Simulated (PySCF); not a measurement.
## Radial density of Zn (zinc, neutral)

UHF, [Ar] 3d10 4s2, closed-shell 1S. Computed with PySCF 2.14 in aug-cc-pwCVDZ-PP with ECP10MDF, with scalar relativity through the core potential. This is the valence pseudo-density: the core potential removes the inner electrons and smooths the orbitals near the nucleus.

| r (bohr) | 4πr²ρ (e/bohr) |
| --- | --- |
| 0.00638 | 1.262e-05 |
| 0.0107 | 3.555e-05 |
| 0.0181 | 0.0001059 |
| 0.0304 | 0.0004756 |
| 0.0511 | 0.005046 |
| 0.0859 | 0.07071 |
| 0.145 | 0.7095 |
| 0.243 | 4.497 |
| 0.409 | 17.79 |
| 0.688 | 22.85 |
| 1.16 | 7.492 |
| 1.95 | 1.658 |
| 3.27 | 0.5747 |
| 5.51 | 0.07216 |
| 9.26 | 0.0006261 |

Energies and moments cover only the electrons outside the core potential.
